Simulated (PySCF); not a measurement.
A run for PySCF: R-B3LYP/3-21G on BGeH5O (SMILES O[BH][GeH3]), a point of a torsion scan.

```python
from pyscf import gto, scf, dft, mp
from pyscf.data.elements import chemcore

mol = gto.M(
    atom='''
    O     1.61607610    0.82070391    0.10769968
    B     0.76411496   -0.18395659    0.31859214
    Ge    0.82025540   -1.08627667    2.12945016
    H     2.25806241    0.80661877   -0.59738451
    H     0.26686126   -0.74353587   -0.60215236
    H    -0.39795154   -1.68890650    2.76005067
    H     1.49412623   -0.36910652    3.25599801
    H     1.69284785   -2.29695084    1.94995844
    ''',
    basis='3-21g',
    charge=0, spin=0, verbose=3, max_memory=1800)
mf = dft.RKS(mol, xc='b3lyp')
mf.conv_tol = 1e-8
mf.max_cycle = 100
mf.kernel()
if not mf.converged:
    mf = mf.newton().run(mf.mo_coeff, mf.mo_occ)
```

Program output:

```
converged SCF energy = -2169.49734593019
```

Self-consistency was reached.

Cost: around 5 core-seconds (rough).
